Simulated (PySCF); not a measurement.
BF2Cl, SMILES FB(Cl)F. Geometry: PBE-D3(BJ)/def2-TZVP.

PySCF with TDDFT-LC-ωPBE/def2-SVPD puts the lowest singlet excitations at 8.11, 9.08, 9.38, 9.67, 10.00 eV.

Problem. What are the lowest excitation roots from PySCF 2.14.0 with ADC(2)/aug-cc-pVDZ? (The exact figures need the calculation; the answer reports its results.)

Solution. 8.43, 8.93, 9.21, 9.29, 10.20, 10.45 eV. S1 differs by 0.32 eV (second minus first; roots are paired by order, and the bases may differ).
